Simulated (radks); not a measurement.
Results of a calculation; reference values are marked as such.
Q: Coherent X-ray form factor from a spherical all-electron density. Level of theory: Dirac Kohn-Sham, relativistic LDA (MacDonald-Vosko exchange, VWN5 correlation), spin-unpolarised, spherical densities, finite nucleus; Fermi nuclear charge, rms radius of each element as measured or else 0.836 A^(1/3) + 0.57 fm (a radial shooting solver on a logarithmic mesh with Libxc functionals).

sin(theta)/lambda (1/angstrom)  f0 (electrons)
0.05                                    51.505
0.1                                     50.096
0.15                                    47.977
0.2                                     45.420
0.25                                    42.688
0.3                                     39.990
0.4                                     35.124
0.5                                     31.096
0.6                                     27.733
0.8                                     22.482
1                                       18.902
1.25                                    15.985
1.5                                     13.750
2                                        9.857

The species is in the configuration that NIST lists as its ground one. Which atom or ion scatters so?

A: The cerium ion Ce6+, [Kr] 4d10 5s2 5p(1/2: 1, 3/2: 3). Extrapolating in s^2 from the first two rows gives f0(0) = 52.0, near the electron count 52; among species with that count, the fall with angle is slower the higher Z, and the table is that of Z = 58; from so few rows the species is fixed only to a neighbour or two.
